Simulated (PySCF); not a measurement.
B3LYP has the VWN-RPA correlation part, as in Gaussian. 

# C2H5NO, SMILES `C/N=C/O` (N–C–O–H torsion 0°) (charge 0, multiplicity 1)

Method: B3LYP-D3(BJ)/def2-TZVP run with PySCF.

```json
{
  "HOMO": "-7.43 eV",
  "dipole_moment": "0.163 e·Å",
  "HOMO–LUMO gap": "7.69 eV",
  "LUMO": "0.26 eV",
  "total_energy": "-209.2813 Ha",
  "cost": "roughly 30 core-seconds"
}
```

```xyz
9

C     -1.3123     0.0977     0.1993
N      0.0405     0.5563    -0.0384
C      0.9560    -0.2964    -0.1326
O      2.2443     0.0347    -0.3525
H     -1.9608     0.4401    -0.6098
H     -1.3981    -0.9944     0.2754
H     -1.6899     0.5395     1.1238
H      0.8393    -1.3798    -0.0514
H      2.2809     1.0022    -0.4138
```
